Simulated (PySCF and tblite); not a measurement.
The numbers below are computed, except where a source is named.
C₃H₁₀Si, numbered as in [CH3:1][CH2:2][SiH2:3][CH3:4]: conformational analysis

Free energies: PBE0-D3(BJ)/def2-TZVP on PBE0-D3(BJ)/def2-SVP structures plus GFN2-xTB thermal terms, symmetry and mirror images included. Conformers within 4 kcal/mol (GFN2-xTB free energy) were kept, 5 at most. GIAO shieldings: PBE0/pcSseg-1. Shifts are against TMS (¹H), TMS (¹³C), TMS (²⁹Si) at the same level. Programs: PySCF with density fitting and tblite.

Torsions listed: C1–C2–Si3–C4. Of a mirror pair one member is shown.

| conformer | shape | symmetry | E(GFN2) kcal/mol | E(DFT) kcal/mol | G(298.15 K) kcal/mol | weight % | dipole D |
| --- | --- | --- | --- | --- | --- | --- | --- |
| 1 | 60° | C1 (pair) | 0.14 | 0.01 | 0.00 | 66.6 | 0.81 |
| 2 | 180° | Cs | 0.00 | 0.00 | 0.41 | 33.4 | 0.86 |

Weights (%) against temperature:

| T (K) | 1 | 2 | S(mix) cal/mol/K |
| --- | --- | --- | --- |
| 200 | 66.5 | 33.5 | 2.18 |
| 250 | 66.5 | 33.5 | 2.18 |
| 298.15 | 66.6 | 33.4 | 2.18 |
| 350 | 66.6 | 33.4 | 2.18 |
| 400 | 66.6 | 33.4 | 2.18 |

Averaged shifts at 298.15 K. ¹H: 4.04 (H3, 2H), 1.05 (H1, 3H), 0.58 (H2, 2H), 0.15 (H4, 3H) ppm. ¹³C: 10.5 (C1), 6.1 (C2), -8.0 (C4) ppm. ²⁹Si: -33.4 (Si3) ppm.

Coordinates of conformer 1 (Å):

```xyz
14

C    -1.683    0.403    0.685
C    -0.929   -0.813    0.152
Si    0.646   -0.401   -0.806
C     1.876    0.546    0.258
H    -2.599    0.113    1.223
H    -1.983    1.081   -0.130
H    -1.067    0.989    1.386
H    -1.579   -1.408   -0.513
H    -0.652   -1.490    0.980
H     0.293    0.422   -2.009
H     1.275   -1.671   -1.295
H     2.160   -0.043    1.145
H     2.793    0.773   -0.306
H     1.449    1.499    0.604
```

Unscaled ²⁹Si shifts at such levels can be off by tens of ppm; differences between conformers or isomers are more reliable. Shifts are unscaled: against experiment ¹³C can be off by 15 ppm or more and ¹H by 0.8 ppm.

Search and properties took 20 s on 1 thread of AMD EPYC 9R45 96-Core, shared host (rough), launched as `OMP_NUM_THREADS=1 python ens_run.py task.json out`.
